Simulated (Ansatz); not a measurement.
Program: Ansatz. Geometries: PBE0-D4/def2-TZVP. ΔE: electronic, gas phase. CCSD(T)/CBS is the MP2 limit (def2-TZVPP, def2-QZVPP) plus CCSD(T) − MP2 in def2-TZVPP, frozen cores. This one scheme is used for every species. Functionals use def2-TZVPP. B3LYP here is the variant with VWN-RPA as its local correlation; programs differ in this. HSE06 is defined as in plane-wave codes. For Ge outer-core shells are correlated without core-valence functions, which leaves a few kJ/mol of doubt a bond. Scalar relativity is left out up to krypton. Each species was taken in one conformer, which may not be the lowest.

Consider the ligand exchange at a Ge–O bond: `[OH][Ge]([Cl])([Cl])[Cl]` + H₂S → `[SH][Ge]([Cl])([Cl])[Cl]` + H₂O.

`[OH][Ge]([Cl])([Cl])[Cl]`:

Z-matrix (Å, degrees):
```
Ge
Cl 1 2.124
Cl 1 2.124 2 108.1
O 1 1.746 2 110.9 3 121.8
Cl 1 2.108 2 110.4 3 -120.8
H 4 0.962 1 112.9 2 -59.9
```

H₂S:

Cartesian coordinates in Å:
```
S -0.101 0.552 -0.262
H -0.210 -0.714 -0.691
H 0.310 0.161 0.954
```

`[SH][Ge]([Cl])([Cl])[Cl]`:

Z-matrix (Å, degrees):
```
Ge
Cl 1 2.123
Cl 1 2.129 2 109.1
S 1 2.188 2 107.1 3 121.9
Cl 1 2.129 2 109.1 3 -116.2
H 4 1.346 1 92.3 2 179.4
```

H₂O:

Cartesian coordinates in Å:
```
O -0.262 0.225 0.180
H 0.358 -0.386 0.584
H -0.096 0.161 -0.763
```

```tsv
level	ΔE (kcal/mol)	difference from CCSD(T)/CBS
LDA (SPW92)	-3.5	0.0
PBE-D4	-4.7	-1.2
revPBE-D4	-4.9	-1.4
BLYP-D4	-3.5	0.0
r2SCAN-D4	-2.6	0.9
PBE0-D4	-4.6	-1.1
B3LYP-D4	-3.3	0.2
r2SCANh-D4	-2.8	0.7
r2SCAN0-D4	-3.0	0.5
HSE06-D4	-4.6	-1.1
BHLYP-D4	-2.9	0.6
CAM-B3LYP-D4	-1.4	2.1
ωB97M-V	-2.6	0.9
B2PLYP	-1.8	1.7
PBE-QIDH	-3.2	0.3
PBE	-3.8	-0.3
revPBE	-3.7	-0.2
BLYP	-1.7	1.8
r2SCAN	-2.4	1.1
PBE0	-3.7	-0.2
B3LYP	-1.7	1.8
r2SCANh	-2.6	0.9
r2SCAN0	-2.7	0.8
HSE06	-3.8	-0.3
BHLYP	-1.1	2.4
CAM-B3LYP	-0.4	3.1
RPA@PBE/def2-TZVPP	-1.2	2.3
HF/def2-SVP	0.9	4.4
MP2/def2-SVP	0.4	3.9
CCSD/def2-SVP	0.9	4.4
CCSD(T)/def2-SVP	0.7	4.2
MP2/def2-TZVPP	-3.2	0.3
SCS-MP2/def2-TZVPP	-1.7	1.8
CCSD/def2-TZVPP	-1.3	2.2
CCSD(T)/def2-TZVPP	-1.8	1.7
HF/def2-QZVPP	1.0	4.5
MP2/def2-QZVPP	-4.1	-0.6
SCS-MP2/def2-QZVPP	-2.6	0.9
HF/CBS(def2)	1.0	4.5
MP2/CBS(def2)	-4.9	-1.4
CCSD(T)/CBS	-3.5	0
```

Largest T1 diagnostic among the species: 0.010.

The D4 term adds −1.6 kcal/mol with B3LYP and −0.9 kcal/mol with PBE0; it sums over pairs of atoms, weighted by their polarisabilities, and B3LYP, whose exchange is more repulsive, gets the larger term. In def2-TZVPP, CCSD(T) changes the Hartree–Fock value by −2.7 kcal/mol (the triples alone add −0.5 kcal/mol) and MP2 by −4.0 kcal/mol. Leaving LDA and LC-ωPBE aside and taking each functional with its dispersion term where it has one, the values spread over 3.5 kcal/mol, from revPBE-D4 to CAM-B3LYP-D4.
